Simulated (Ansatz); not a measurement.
CH$_{5}$B$_{2}$F, SMILES `CBBF`. The species carries charge 0 and has multiplicity 1. The geometry is a stationary point of PBE0-D4/def2-TZVP. It is one conformer, not always the lowest.

```xyz
9

C    -0.452    0.294    1.167
B    -0.330   -0.433   -0.205
B     0.748   -0.004   -1.425
F     1.991   -0.476   -1.477
H     0.131   -0.352    1.846
H    -0.011    1.290    1.232
H    -1.464    0.305    1.580
H    -1.058   -1.374   -0.397
H     0.445    0.749   -2.321
```

Question: What is the dipole moment at B3LYP/def2-TZVPP? (An estimate is asked.)

Answer: Computed: 1.34 D, with components (-0.89, 0.37, 0.93) D in this frame, pointing from negative to positive charge.

Question: And with PBE, r2SCAN, ωB97M-V? (Estimate.)

Answer: The calculation gave: PBE 1.33 D, r2SCAN 1.35 D, ωB97M-V 1.31 D.

Question: Give the Mulliken charges with B3LYP, ωB97M-V, r2SCAN in def2-TZVPP. (Best estimate.)

Answer: Ansatz gave: 
```
atom  B3LYP  ωB97M-V  r2SCAN
  C1  -0.30    -0.34   -0.21
  B2   0.00    -0.03    0.04
  B3   0.21     0.16    0.28
  F4  -0.23    -0.23   -0.25
  H5   0.09     0.11    0.07
  H6   0.10     0.11    0.06
  H7   0.10     0.12    0.07
  H8   0.03     0.08    0.00
  H9  -0.02     0.02   -0.06
```

B3LYP here is the variant with VWN-RPA as its local correlation; programs differ in this.
